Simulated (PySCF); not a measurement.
CH5FOSi, SMILES O(C)[SiH2]F. Geometry optimised at B3LYP-D3(BJ)/def2-SVP. One conformer was computed; it need not be the lowest.

Problem. Give the equilibrium geometry at B3LYP-D3(BJ)/def2-SVP (PySCF confirms it by a frequency run) as Cartesian coordinates in Å. (The exact figures need the calculation; the answer reports its results.)

Solution. This is not unique; one that fits is 
```xyz
9

Si     0.8123     0.0149    -0.2596
F      0.9844     0.9747     1.0424
O     -0.7744    -0.1033    -0.6838
C     -1.7833    -0.7703     0.0465
H      1.3525    -1.3150     0.1301
H      1.5147     0.6397    -1.3996
H     -2.1076    -0.1737     0.9167
H     -2.6516    -0.9240    -0.6119
H     -1.4454    -1.7590     0.4096
```
